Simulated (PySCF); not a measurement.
**Correlation energy of Ta (tantalum, neutral)**

[Xe] 4f14 5d4 6s1, high-spin 6D determinant (an excited configuration). All numbers are calculated (PySCF 2.14, a scalar-relativistic core potential, in def2-QZVPPD with the def2 core potential (60 electrons)). Frozen: nothing; 13 electrons correlated.

```tsv
level	correlation energy (mhartree)
CCSD	-316.60
(T)	-9.99
CCSD(T)	-326.59
```

Diagnostics: T1 = 0.0093, D1 = 0.0396, largest double amplitude 0.026.

Spin-orbit coupling, absent here, splits the open shell strongly.

Cost of the coupled-cluster step: roughly 60 core-seconds, for 13 correlated electrons.

The basis has no tight functions for the innermost shells, so their pair energies are far from complete.

This basis was not built for core-valence correlation, so the inner-shell part is incomplete.
